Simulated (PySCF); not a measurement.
## Working with the constants of InBi⁺

UHF-CCSD(T) constants of InBi⁺, ⁴Σ⁻ (quartet), unpaired electrons σ ↑, π ↑↑ (In def2-SVP with ECP28, Bi def2-SVP with ECP60; scalar-relativistic core potentials (PySCF 2.14); masses 114.9039 and 208.9804 u):

| Item | Value |
| --- | --- |
| ωe | 65.4 cm⁻¹ |
| ωexe | 0.342 cm⁻¹ |
| Be | 0.020654 cm⁻¹ |
| αe | 0.000126 cm⁻¹ |

(1) What force constant and bond length do these constants imply?

(2) Estimate the centrifugal constant D from the Kratzer relation and find the Dunham coefficient a1.

Correlated steps freeze 8 core orbitals. Spin–orbit coupling is left out, which matters for elements this heavy, above all for dissociation energies. The state was picked by a PBE0 search and need not be the measured ground state.

Answers

(1) Reduced mass μred = 74.140 u; k = 5.8918×10⁻⁷·μred·ωe² (u, cm⁻¹, mdyn/Å) = 0.187 mdyn/Å; Re = √(16.8576/(μred·Be)) (u, cm⁻¹, Å) = 3.318 Å.

(2) D = 4Be³/ωe² = 8.24e-09 cm⁻¹; a1 = −1 − αeωe/(6Be²) = -4.22.
